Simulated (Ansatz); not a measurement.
The inner images of a band of AlF2H + H3P (8 atoms, charge 0, multiplicity 1) are given out of order.

The calculation used RKS PBE/def2-SVP in Ansatz.

Initial state:

```xyz
8
Properties=species:S:1:pos:R:3
Al 0.052 -0.070 0.085
H -0.133 0.664 1.470
F 1.563 -0.134 -0.652
F -1.277 -0.386 -0.897
P 0.227 -2.985 1.047
H -0.809 -2.422 0.213
H 1.278 -2.238 0.398
H 0.048 -2.008 2.092
```

Final state:

```xyz
8
Properties=species:S:1:pos:R:3
Al 0.022 -0.761 0.021
H 0.258 0.460 1.896
F 1.359 0.234 -0.202
F -1.470 -0.176 -0.470
P 0.237 -2.956 0.745
H -0.535 -3.420 -0.382
H 1.492 -3.094 0.049
H -0.415 0.135 2.099
```

Problem. Put them in order from the first end to the last, with their energies above the first end.
A.
```xyz
8
Properties=species:S:1:pos:R:3
Al 0.045 -0.056 0.152
H -0.146 0.723 1.513
F 1.561 -0.143 -0.571
F -1.280 -0.396 -0.826
P 0.218 -2.965 1.108
H -0.788 -2.582 0.150
H 1.294 -2.398 0.335
H 0.043 -1.762 1.894
```
B.
```xyz
8
Properties=species:S:1:pos:R:3
Al 0.097 -0.623 0.010
H -0.153 0.190 1.826
F 1.515 0.119 -0.487
F -1.338 -0.191 -0.740
P 0.231 -2.712 1.060
H -0.727 -2.982 0.022
H 1.390 -2.752 0.209
H -0.067 -0.626 1.856
```
C.
```xyz
8
Properties=species:S:1:pos:R:3
Al 0.104 -0.675 -0.041
H -0.174 0.366 1.909
F 1.485 0.194 -0.427
F -1.349 -0.117 -0.663
P 0.253 -2.769 0.927
H -0.687 -3.202 -0.073
H 1.414 -2.973 0.100
H -0.099 -0.402 2.023
```
D.
```xyz
8
Properties=species:S:1:pos:R:3
Al 0.076 -0.437 0.084
H -0.137 0.160 1.694
F 1.556 0.040 -0.536
F -1.331 -0.260 -0.806
P 0.207 -2.695 1.181
H -0.754 -2.826 0.112
H 1.354 -2.608 0.308
H -0.024 -0.952 1.719
```
E.
```xyz
8
Properties=species:S:1:pos:R:3
Al 0.044 -0.086 0.157
H -0.141 0.538 1.598
F 1.555 -0.071 -0.578
F -1.293 -0.332 -0.831
P 0.209 -2.880 1.198
H -0.774 -2.706 0.159
H 1.309 -2.514 0.342
H 0.039 -1.526 1.712
```
F.
```xyz
8
Properties=species:S:1:pos:R:3
Al 0.078 -0.716 -0.035
H 0.026 0.516 1.907
F 1.421 0.259 -0.284
F -1.387 -0.145 -0.615
P 0.258 -2.866 0.817
H -0.632 -3.363 -0.201
H 1.443 -3.098 0.029
H -0.259 -0.165 2.139
```
G.
```xyz
8
Properties=species:S:1:pos:R:3
Al 0.056 -0.240 0.129
H -0.137 0.294 1.640
F 1.566 -0.008 -0.563
F -1.318 -0.291 -0.831
P 0.200 -2.743 1.226
H -0.762 -2.763 0.148
H 1.328 -2.558 0.341
H 0.014 -1.269 1.667
```

Solution. A (+0.01 eV), E (+0.07 eV), G (+0.49 eV), D (+1.03 eV), B (+0.39 eV), C (-0.05 eV), F (-0.16 eV).

Run time: 2.9 min on 2 threads of Arm Neoverse V1, on a shared host, peak memory 0.12 GiB.
